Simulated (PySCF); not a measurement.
**Ionisation energy along the 41-electron series**

Calculated with PySCF 2.14 and a two-component X2C-1e Hamiltonian (Gaussian nucleus, no Breit or QED terms), each ion in its own even-tempered basis scaled to its charge; GMP2 freezes [Ar] 3d10 and drops the highest virtual spinors. Values in eV. NIST values: (m) measured, (s) semi-empirical, (t) theoretical.

```csv
ion,configuration,GHF (screened spin-orbit),NIST
Eu²²⁺,[Kr] 4d5,709.71,709 ± 4 (t)
Tb²⁴⁺,[Kr] 4d5,815.93,816 ± 4 (t)
```

Problem. Fill in the row of Gd²³⁺.

Solution. configuration: [Kr] 4d5; GHF (screened spin-orbit): 761.85; NIST: 761 ± 4 (t).
